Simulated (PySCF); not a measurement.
Fine-structure interval of Tl⁴⁶⁺ by level of theory

Tl⁴⁶⁺ [Ar] 3d10 4s2 4p5 [4p1/2^2 4p3/2^3, M_J = 3/2] → Tl⁴⁶⁺ [Ar] 3d10 4s2 4p5 [4p1/2^1 4p3/2^4, M_J = 1/2], as a difference of total energies. Calculation: PySCF 2.14, in an uncontracted even-tempered set (16 s from 6.3 bohr⁻², ratio 2.8; 14 p from 8.2 bohr⁻², ratio 2.8; 8 d from 15 bohr⁻², ratio 2.8; 4 f from 38 bohr⁻², ratio 3); the two-component X2C-1e Hamiltonian. Correlated levels: [Ne] frozen; the 78 highest virtual spinors dropped. "Screened" scales the spin-orbit matrix elements by Boettger's factors to mimic the two-electron term; Breit and QED terms are absent.

| method | fine-structure interval (cm⁻¹) |
| --- | --- |
| GHF (screened spin-orbit) | 1232400 |
| GMP2 (screened spin-orbit) | 1232000 |
| GHF (bare spin-orbit) | 1268100 |
